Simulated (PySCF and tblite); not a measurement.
Values are calculated unless marked as measured or tabulated.
C4H5Br, numbered as in [CH:1]#[C:2][CH2:3][CH2:4][Br:5].

Conformers came from 90 starts (ETKDG and KDG, MMFF94s, GFN2-xTB); geometries are PBE0-D3(BJ)/def2-SVP. Free energies are PBE0-D3(BJ)/def2-TZVP single points with GFN2-xTB rigid-rotor and vibrational terms (modes under about 100 cm⁻¹ blended into free rotors). Symmetry numbers and mirror images are counted. Conformers within 4 kcal/mol (GFN2-xTB free energy) were kept, 7 at most. GIAO shieldings: PBE0/pcSseg-1. Shifts are against TMS (¹H), TMS (¹³C) at the same level. Run with PySCF (density fitting) and tblite.

**Question.** Predict the averaged NMR shifts at 298.15 K.

**Answer.** ¹H: 3.25 (H4, 2H), 2.48 (H3, 2H), 1.97 (H1, 1H) ppm. ¹³C: 83.5 (C2), 76.9 (C1), 40.2 (C4), 25.6 (C3) ppm.

**Question.** How do the conformers differ?

**Answer.** Torsions listed: C2–C3–C4–Br5. Of a mirror pair one member is shown.
```
conformer  shape  weight %
        1   180°      74.6
        2   -65°      25.4
```

```
signal     1     2  average
    H1  1.96  1.98     1.97
    H3  2.46  2.53     2.48
    H4  3.24  3.30     3.25
    C1  76.7  77.6     76.9
    C2  83.4  84.0     83.5
    C3  25.5  25.6     25.6
    C4  39.5  42.1     40.2
```

**Question.** Which signal moves most, for its nucleus, between 250 and 373.15 K through the change of populations alone?

**Answer.** C4: 40.0 ppm at 250 K, 40.1 ppm at 273.15 K, 40.2 ppm at 298.15 K, 40.2 ppm at 323.15 K, 40.4 ppm at 373.15 K.

Spin–orbit effects of the heavy atoms on shieldings are missing. At a carbon that bears Br the missing effect is some 10 ppm, beside I tens of ppm. Shifts are unscaled: against experiment ¹³C can be off by 15 ppm or more and ¹H by 0.8 ppm.
